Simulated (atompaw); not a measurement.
Logarithmic derivatives: caesium, PAW (atompaw)

* Element: caesium
* Generator: atompaw 4.2.0.5
* Type: PAW
* Functional: PBEsol
* Relativity: non-relativistic
* Frozen core: [Kr] 4d10
* Valence charge: 9
* Reference configuration: 5s2 5p6 5d0 6s1 6p0
* Partial waves: 5s (bound): rc 3.00 bohr; 6s (bound): rc 3.00 bohr; 5p (bound): rc 2.20 bohr; 6p (bound, empty): rc 3.00 bohr; 5d (bound, empty): rc 3.00 bohr; 5d channel at 2.4 Ry: rc 3.00 bohr
* Local potential: bessel scheme, radius 2.85 bohr
* Core correction: smooth core density matched at 2.65 bohr
* Augmentation charge: besselshape compensation charge, radius 2.34 bohr; PAW radius 3.00 bohr; waves and projectors: custom polynom2 7 10 vanderbiltortho

The phase is arctan(r·u′/u) with u = r·R(r), unwrapped; energies in Ry, scanned from -4 to 5 Ry. A pole is an energy at which the radial function vanishes at the test radius. The pseudo phase is shifted by a multiple of π to meet the all-electron one at the reference energy, and phase errors are pseudo minus all-electron; the curves can meet again beyond the range given. Levels narrower than the energy grid can be missing from the lists of poles.

| channel | radius (bohr) | reference energy (Ry) | poles, all-electron | poles, pseudo | unbroken range about the reference energy with phases within 0.05 rad | phase error 1 Ry above the reference energy (rad) |
| --- | --- | --- | --- | --- | --- | --- |
| s | 3.00 | -0.15 | -1.58, 4.09 | -1.58, 3.25 | below 1.0 | -0.029 |
| p | 3.00 | -0.06 | -0.55 | -0.55 | the whole range | +0.000 |
| d | 3.00 | -0.05 | 1.25 | 1.26 | below 3.6 | +0.001 |

Phases in the p channel:

```json
{"E (Ry)": "-4.00", "all-electron": "1.382", "pseudo": "1.383"}
{"E (Ry)": "-3.52", "all-electron": "1.365", "pseudo": "1.365"}
{"E (Ry)": "-3.04", "all-electron": "1.340", "pseudo": "1.340"}
{"E (Ry)": "-2.56", "all-electron": "1.301", "pseudo": "1.301"}
{"E (Ry)": "-2.08", "all-electron": "1.228", "pseudo": "1.228"}
{"E (Ry)": "-1.60", "all-electron": "1.009", "pseudo": "1.009"}
{"E (Ry)": "-1.12", "all-electron": "-0.773", "pseudo": "-0.773"}
{"E (Ry)": "-0.64", "all-electron": "-1.533", "pseudo": "-1.533"}
{"E (Ry)": "-0.16", "all-electron": "-1.680", "pseudo": "-1.680"}
{"E (Ry)": "0.32", "all-electron": "-1.772", "pseudo": "-1.772"}
{"E (Ry)": "0.80", "all-electron": "-1.879", "pseudo": "-1.879"}
{"E (Ry)": "1.28", "all-electron": "-2.071", "pseudo": "-2.070"}
{"E (Ry)": "1.76", "all-electron": "-2.619", "pseudo": "-2.609"}
{"E (Ry)": "2.24", "all-electron": "-3.815", "pseudo": "-3.796"}
{"E (Ry)": "2.72", "all-electron": "-4.327", "pseudo": "-4.318"}
{"E (Ry)": "3.20", "all-electron": "-4.503", "pseudo": "-4.497"}
{"E (Ry)": "3.68", "all-electron": "-4.590", "pseudo": "-4.585"}
{"E (Ry)": "4.16", "all-electron": "-4.644", "pseudo": "-4.639"}
{"E (Ry)": "4.64", "all-electron": "-4.683", "pseudo": "-4.678"}
```
